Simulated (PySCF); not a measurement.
H₃Ga, singlet, at a GFN2-xTB geometry (such geometries of metal compounds can be far from the true shape).

Here is a job for PySCF.
```python
from pyscf import gto, scf, dft

mol = gto.Mole()
mol.atom = '''
    Ga    0.000000   -0.000000    0.000000
    H     0.646902   -0.418078    1.364148
    H    -0.337087    1.504294   -0.278643
    H    -0.309814   -1.086216   -1.085505
'''
mol.basis = 'def2-sv(p)'
mol.charge = 0
mol.spin = 0
mol.verbose = 4
mol.max_memory = 1800
mol.build()

mf = dft.RKS(mol)
mf.xc = 'b3lyp'
mf = mf.density_fit(auxbasis='def2-universal-jkfit')
mf.kernel()
```

Estimate the dipole moment that DF-B3LYP/def2-SV(P) (PySCF) returns for this input.

0.00 D

Estimate the total energy that DF-B3LYP/def2-SV(P) returns for this input.

-1926.422504 Ha

What nuclear repulsion energy does DF-B3LYP/def2-SV(P) give?

31.9997 Eh

What Mulliken (on the basis functions themselves) charges in atom order does DF-B3LYP/def2-SV(P) give?

Ga1 0.17, H2 -0.06, H3 -0.06, H4 -0.06

Estimate the HOMO energy that DF-B3LYP/def2-SV(P) returns for this input.

-8.40 eV

Give the HOMO-LUMO gap at the level DF-B3LYP/def2-SV(P).

6.31 eV
